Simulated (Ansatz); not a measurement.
Ge₄H₁₄Si₂ (`[GeH3][SiH2][SiH2][GeH2][GeH2][GeH3]`) from Hartree–Fock to CCSD(T)

```xyz
20

Ge    1.7181   -2.0784    0.2023
Si    0.2225   -1.2054    1.8360
Si   -1.9409   -1.1760    0.9599
Ge   -1.9285    0.1068   -1.0454
Ge   -0.8048    2.2308   -0.6867
Ge    1.6014    2.0738   -0.9379
H     1.4509   -3.5799    0.0004
H     3.1859   -1.8918    0.6204
H     1.5033   -1.3719   -1.1473
H     0.6168    0.1904    2.1745
H     0.3024   -2.0269    3.0757
H    -2.3967   -2.5663    0.6801
H    -2.8915   -0.5526    1.9224
H    -3.3696    0.3650   -1.5265
H    -1.1929   -0.6623   -2.1588
H    -1.1413    2.7527    0.7235
H    -1.3303    3.2651   -1.7015
H     1.9458    1.4236   -2.2873
H     2.2191    1.2264    0.1860
H     2.2304    3.4768   -0.8901
```

Charge 0, multiplicity 1. Correlated methods include outer-core shells of Ge, which these sets cover unevenly. Scalar relativity is left out up to krypton. Geometry: relaxed with PBE0-D4/def2-TZVP. It is one conformer, not always the lowest. Frozen core, restricted reference, Ansatz 0.2.0.

```tsv
basis	HF (Eh)	MP2 corr.	CCSD corr.	(T)	CCSD(T) total
def2-SVP	-8886.25286	?	?	-0.03734	?
def2-TZVPP	-8887.51465	?	–	–	–
def2-QZVPP	?	-2.38866	–	–	–
```

Fill in the withheld values. (Estimate.)

Computed: def2-SVP MP2 corr.: -1.15127; def2-SVP CCSD corr.: -1.22333; def2-SVP CCSD(T) total: -8887.51353; def2-TZVPP MP2 corr.: -1.31459; def2-QZVPP HF (Eh): -8887.69972.
